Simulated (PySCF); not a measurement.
A PySCF script (with the pyscf-properties extension) for the NMR shieldings of SMILES C(CC)P/C=C\[PH2+]C, [C6H15P2]+, on a GFN2-xTB geometry:

```python
import basis_set_exchange as bse
import numpy as np
from pyscf import gto, dft
from pyscf.prop import nmr

atoms = """
C    -3.584105    0.912602   -0.099914
C    -2.881683   -0.052916   -1.042740
C    -1.773153   -0.842557   -0.346219
P    -0.427241    0.267709    0.291233
C     0.609640   -0.993723    1.110073
C     1.928846   -0.885663    0.938054
P     2.526828    0.463408   -0.071889
C     4.326220    0.386004   -0.140107
H    -4.404639    1.408866   -0.610380
H    -3.986940    0.385531    0.762338
H    -2.891771    1.680615    0.248837
H    -2.464853    0.499257   -1.888367
H    -3.606650   -0.766068   -1.439909
H    -2.179546   -1.424159    0.486257
H    -1.307609   -1.533130   -1.056831
H    -1.058544    0.650492    1.476956
H     0.172767   -1.790210    1.699282
H     2.671201   -1.548656    1.365877
H     2.179599    1.700073    0.416087
H     2.053772    0.409207   -1.360306
H     4.717259    1.199724   -0.752168
H     4.637940   -0.567721   -0.571227
H     4.737910    0.468299    0.868079
"""
names = dict.fromkeys(["C", "P", "H"], "pcSseg-1")
basis = {el: gto.basis.parse(bse.get_basis(n, elements=[el], fmt="nwchem")) for el, n in names.items()}
mol = gto.M(atom=atoms, basis=basis, charge=1, verbose=0)
mf = dft.RKS(mol, xc="PBE0")
mf.grids.level = 2
mf.grids.alignment = dft.numint.BLKSIZE   # the property module wants whole blocks of grid points
mf.conv_tol = 1e-9
mf.kernel()

calc = nmr.RKS(mf)   # GIAO
C = mf.mo_coeff
Co = C[:, mf.mo_occ > 0]
resp = mf.gen_response(singlet=True, hermi=2)
def vind(x):   # induced exchange potential for any number of trial vectors
    d = np.einsum("pi,xij,qj->xpq", C, 2 * x.reshape(-1, C.shape[1], Co.shape[1]), Co, optimize=True)
    return np.einsum("xpq,pi,qj->xij", resp(d - d.transpose(0, 2, 1)), C, Co, optimize=True).ravel()
mo1, _ = nmr.rhf.solve_mo1(calc, with_cphf=vind)
sigma = calc.kernel(mo1)
for i, s in enumerate(sigma):   # ppm
    print("%2d %-2s %9.2f" % (i, mol.atom_pure_symbol(i), np.trace(s) / 3))
```

Q: Give the expected output.

A: 
```
 0 C     169.82
 1 C     163.16
 2 C     157.69
 3 P     412.37
 4 C       0.08
 5 C      63.94
 6 P     398.56
 7 C     183.52
 8 H      29.95
 9 H      30.70
10 H      30.92
11 H      30.08
12 H      29.38
13 H      29.17
14 H      29.68
15 H      27.07
16 H      22.95
17 H      25.53
18 H      24.89
19 H      24.95
20 H      29.56
21 H      29.64
22 H      29.60
```

These numbers come from an equivalent density-fitted implementation of the same equations, which agrees with the script to about 0.01 ppm for H and up to a few tenths of a ppm for heavy atoms, so last digits may differ.

Size and cost of the density-fitted run: 225 basis functions, 57 s wall time on 1 thread of an Arm Neoverse V1, shared host; peak memory 1 GiB.
